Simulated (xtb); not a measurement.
B₂Cl₃, SMILES Cl[B]B(Cl)Cl (connectivity only; charge and spin as stated), charge +1, multiplicity 1. All values are semi-empirical tight-binding results from xtb (GFN2-xTB unless named), good for trends rather than for accurate numbers. Coordinates come from a GFN2-xTB optimisation. The spin state was assumed, not searched. The isomer is the one that the SMILES or the coordinates give; other isomers of the formula were not compared. Other conformers were not sampled.

Optimised geometry:

```xyz
5

Cl     0.5169     2.4467     0.0000
B      0.5238     0.8913     0.0000
B      0.1933    -0.6871     0.0000
Cl    -1.5425    -0.2882     0.0000
Cl     0.8147    -2.2186     0.0000
```
Charge +1, spin multiplicity 1.

| Quantity | Result |
|---|---|
| point group as xtb finds it | Cs |
| orbital gap | 2.04 eV |
| zero-point energy | 6.1 kcal/mol |
| G − E(el) at 298.15 K (modified RRHO) | -13.9 kcal/mol |
| static polarisability (D4 model) | 63.6 bohr³ |
| solvation energy, GFN2-xTB/ALPB(water) | -51.6 kcal/mol |
| solvation energy, GFN2-xTB/ALPB(chcl3) | -45.8 kcal/mol |

Q: Give the atomic charges and the Wiberg bond orders between heavy atoms. (Estimate from the structure and the level; the computed values follow.)

A: charges (e) Cl1 0.27, B2 0.30, B3 0.30, Cl4 0.04, Cl5 0.09. Bond orders Cl1–B2 1.84, B2–B3 1.03, B2–Cl4 0.36, B3–Cl4 1.01, B3–Cl5 1.43.
